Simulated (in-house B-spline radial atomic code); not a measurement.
The numbers below are computed, except where a source is named.
## Building a PAW s channel for Sc, r_c = 2.99 bohr

Sc, [Ar] 3d1 4s2, non-relativistic LDA (VWN5), spherical and spin-unpolarised, from an all-electron radial atomic-structure program (B-spline basis) (atomic units; all potentials screened as in the neutral atom).

Two all-electron partial waves φ1, φ2 are integrated outwards at E1 = ε(4s) = -0.156479 and E2 = E1 + 2 hartree; φ1 is the bound orbital and φ2 has unit norm inside r_c = 2.9947 bohr. Smooth partners are polynomials, r^1(a0 + a1 r² + a2 r⁴ + a3 r⁶), matched to φ and three derivatives at r_c, with no condition on the norm. The local potential is -2.251 + (0.556389) r² + (-0.0596858) r⁴ + (0.00235834) r⁶ inside 2.5547 bohr and the all-electron one outside.

| wave | φ(r_c) | φ'(r_c) | a0 | a1 | a2 | a3 |
| --- | --- | --- | --- | --- | --- | --- |
| 1 | 0.5711964 | 0.02140064 | 0.1597827 | 0.02610686 | -0.003614858 | 0.0001213916 |
| 2 | 0.9518283 | 0.7096779 | -2.800282 | 0.8070388 | -0.06610815 | 0.001660081 |

Inside r_c the overlaps are <φi φj> = [[0.33162, -0.09625], [-0.09625, 1.00000]] and, for the smooth waves, [[0.37657, -0.59198], [-0.59198, 5.62175]]. With χj = (Ej − T − V_local) applied to smooth wave j, the program's quadrature gives the matrix B_ij = <smooth i, χj> as [[0.16334, -1.92707], [-0.93561, 13.76520]].

Q: Check the match of the first wave, and find the augmentation charges q_ij.

A: At r_c the four terms are 0.47850, 0.70116, -0.87068, 0.26222, which sum to 0.5712, φ1(r_c) to rounding. q_ij is the all-electron overlap less the smooth one: [[-0.04495, 0.49573], [0.49573, -4.62175]]. The smooth first wave has a norm of 0.3766 inside r_c against 0.3316, so q11 is negative and must stay small enough for the overlap operator to be positive.

Q: B isn't symmetric. Show that D_ij = B_ij + Ej q_ij is.

A: Integrating by parts gives B12 − B21 = (E1 − E2) q12: -1.92707 − (-0.93561) = -0.99146, and −2 × (0.49573) = -0.99147. So D12 = -1.92707 + (1.843521)(0.49573) = -1.01318 and D21 = -0.93561 + (-0.156479)(0.49573) = -1.01318; D11 = 0.17037, D22 = 5.24491. The projectors, p = (B⁻¹)ᵀ χ, are dual to the smooth waves; det B = 0.45.

Solving (T + V_local + Σ p D p) ψ = E (1 + Σ p q p) ψ in a sphere of 9 bohr, whose wall lifts the free-atom level a little, gives these levels:

```json
{"all-electron": "-0.154674", "one projector": "-0.154674", "two projectors": "-0.154674"}
{"all-electron": "0.114486", "one projector": "0.106450", "two projectors": "0.114193"}
{"all-electron": "0.490656", "one projector": "0.287714", "two projectors": "0.488836"}
{"all-electron": "1.023950", "one projector": "0.545424", "two projectors": "1.019770"}
{"all-electron": "1.704330", "one projector": "1.081380", "two projectors": "1.595930"}
```

Q: What does the second projector gain?

A: With one projector the errors are 0.00, -8.04 millihartree, and the level at 0.2877 is out of step with the all-electron series: an extra state, or one far too low, so the pairing ends there; skipping it, the next levels are off by +54.8, +57.4 millihartree. With two the errors are 0.00, -0.29, -1.82, -4.18, -108.40 millihartree. The scattering is exact at E1 and at E2 = 1.844, and over all levels compared the largest error is 1.1e+02 millihartree, which is poor. The lowest eigenvalue of the overlap operator is 0.7149 with one and 0.04475 with two projectors, close enough to zero to make that set ill-conditioned. The smooth orbital alone needs a cutoff of 1.77 hartree for 1 millihartree of kinetic energy, against 2.51 for a norm-conserving Troullier-Martins orbital of the same radius; part of the gain comes from giving up the norm, part from the simpler form.
